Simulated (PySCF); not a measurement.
Spinor energies of Yb²⁸⁺ (ytterbium, charge +28)

Start: [Kr] 4d6; 4d3/2 filled at m_j = -3/2, -1/2, +1/2, +3/2; 4d5/2 filled at m_j = +3/2, +5/2. Calculated with PySCF 2.14 in an uncontracted even-tempered set (17 s from 2.4 bohr⁻², ratio 2.8; 14 p from 3.1 bohr⁻², ratio 2.8; 9 d from 3.1 bohr⁻², ratio 2.8; 3 f from 14 bohr⁻², ratio 3): generalised Hartree-Fock with the X2C-1e Hamiltonian and a Gaussian nucleus; one run each with spin-orbit coupling (SO) switched off, then screened by Boettger's factors.

| spinor shell | electrons | ε, spin-free (eV) | ε, screened SO (eV) | weight of nominal j (screened SO) | rms radius, screened SO (bohr) |
| --- | --- | --- | --- | --- | --- |
| 1s1/2 | 2 | -62643.4 | -62627.1 | 1.000 | 0.0223 |
| 2s1/2 | 2 | -11579.2 | -11573.6 | 1.000 | 0.0902 |
| 2p1/2 | 2 | -10322.3 | -11066.8 | 1.000 | 0.0769 |
| 2p3/2 | 4 | -10322.3 | -10012.1 | 1.000 | 0.0839 |
| 3s1/2 | 2 | -3428.6 | -3426.5 | 1.000 | 0.230 |
| 3p1/2 | 2 | -3043.1 | -3205.0 | 1.000 | 0.221 |
| 3p3/2 | 4 | -3043.1 | -2974.0 | 1.000 | 0.235 |
| 3d3/2 | 4 | -2572.7 | -2603.6 | 0.999 | 0.208 |
| 3d5/2 | 6 | -2572.7 | -2549.9 | 0.999 | 0.212 |
| 4s1/2 | 2 | -1395.4 | -1394.6 | 1.000 | 0.482 |
| 4p1/2 | 2 | -1250.5 | -1302.5 | 0.993 | 0.487 |
| 4p3/2 | 4 | -1250.5 | -1227.4 | 0.997 | 0.513 |
| 4d3/2 | 4 | -1075.0 | -1080.4 | 0.936 | 0.510 |
| 4d5/2 | 2 | -1075.0 | -1067.1 | 0.933 | 0.516 |

| quantity | spin-free | screened SO |
| --- | --- | --- |
| E (hartree) | -13668.75110 | -13682.46101 |
| M_J | 4 | 4 |
| ⟨J²⟩ | 20.001 | 20.024 |
| ⟨L²⟩ | 6.001 | 10.565 |
| ⟨S²⟩ | 6.000 | 3.726 |

Each row is a mean over spinors that exchange with the open shell spreads, by up to 21.964 eV (4p3/2).

Breit and QED terms are absent; they matter most for the inner s and p1/2 levels.

Densities and radii are taken from the X2C orbitals without a picture-change correction, which distorts them close to the nucleus.

Without spin-orbit coupling the j labels of p, d and f shells carry no meaning; the spin-free column gives the mean over the occupied spinors of each nl shell.
